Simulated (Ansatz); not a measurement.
`O[SiH2][S][GeH3]` → Ge• + 6 H• + O• + S• + Si•  (atomization)

Computed with Ansatz on PBE0-D4/def2-TZVP structures; ΔE is electronic, products minus reactants. CCSD(T)/CBS adds triple-zeta CCSD(T) − MP2 to the extrapolated MP2 energy (def2 sets, frozen cores). This one scheme is used for every species, atoms too. Functionals use def2-TZVPP. B3LYP here is the variant with VWN-RPA as its local correlation; programs differ in this. Open shells (•) are unrestricted, without spin–orbit coupling. Spin–orbit coupling would lower the free atoms: a little for O, S, Si; clearly for Ge. For Ge outer-core shells are correlated without core-valence functions, so the limit isn't a true one: a few kJ/mol of doubt a bond, and 10 to 20 or more in all where bonds break to atoms. Scalar relativity is left out up to krypton. Each species was taken in one conformer, which may not be the lowest.

```tsv
level	ΔE (eV)	difference from CCSD(T)/CBS
PBE-D4	32.04	-0.33
r2SCAN-D4	32.24	-0.13
PBE0-D4	31.72	-0.65
B3LYP-D4	31.92	-0.45
B2PLYP	31.62	-0.75
r2SCAN	32.18	-0.19
PBE0	31.50	-0.87
B3LYP	31.51	-0.86
HF/def2-TZVPP	23.28	-9.09
MP2/def2-TZVPP	31.67	-0.70
SCS-MP2/def2-TZVPP	31.73	-0.64
CCSD/def2-TZVPP	31.05	-1.32
HF/def2-QZVPP	23.33	-9.04
MP2/def2-QZVPP	32.19	-0.18
HF/CBS(def2)	23.34	-9.03
MP2/CBS(def2)	32.55	0.18
CCSD(T)/CBS	32.37	0
```

Largest T1 diagnostic among the species: 0.012.

In def2-TZVPP, CCSD(T) changes the Hartree–Fock value by +8.20 eV (the triples alone add +0.44 eV) and MP2 by +8.38 eV; breaking electron pairs costs correlation energy, which Hartree–Fock lacks. The D4 term adds +0.42 eV with B3LYP and +0.22 eV with PBE0; it sums over pairs of atoms, weighted by their polarisabilities, and B3LYP, whose exchange is more repulsive, gets the larger term.

For atomizations the MP2-based limit and the directly extrapolated one differ by several kJ/mol either way, and by 10 to 25 for some Ge, Se and Sn compounds, so smaller differences from it don't rank the levels.
